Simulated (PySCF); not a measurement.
Ge(F)3(SeH) (F3GeHSe), SMILES [F][Ge]([F])([SeH])[F].

Geometry: B3LYP-D3(BJ)/def2-SVP. The structure was generated by enumeration, and PubChem lists no compound with its InChIKey, so it may never have been made. The values are those of a single conformer.

Calculation: PySCF with B3LYP-D3(BJ)/def2-SVP.

Frequencies are harmonic and unscaled.

| mode | ν (cm⁻¹) | IR (km/mol) | Raman (Å⁴/amu) | depolarisation | moving atoms (share of kinetic energy) |
|---|---|---|---|---|---|
| 1 | 53 | 7.0 | 6.7 | 0.75 | H 77 %, F 21 % |
| 2 | 131 | 3.0 | 0.7 | 0.74 | F 71 %, Ge 16 %, Se 12 % |
| 3 | 153 | 7.9 | 2.2 | 0.75 | F 57 %, H 17 %, Ge 14 %, Se 13 % |
| 4 | 227 | 22.1 | 4.7 | 0.37 | F 64 %, Se 32 % |
| 5 | 234 | 11.4 | 0.3 | 0.75 | F 79 %, Ge 17 % |
| 6 | 236 | 15.9 | 1.4 | 0.48 | F 82 %, Ge 12 % |
| 7 | 333 | 64.1 | 4.1 | 0.06 | Ge 53 %, F 24 %, Se 23 % |
| 8 | 683 | 4.0 | 9.2 | 0.75 | H 93 % |
| 9 | 718 | 86.0 | 9.9 | 0.02 | F 86 %, Ge 12 % |
| 10 | 753 | 78.0 | 2.7 | 0.75 | F 75 %, Ge 25 % |
| 11 | 762 | 74.1 | 1.8 | 0.75 | F 72 %, Ge 26 % |
| 12 | 2405 | 2.3 | 133.2 | 0.30 | H 99 % |
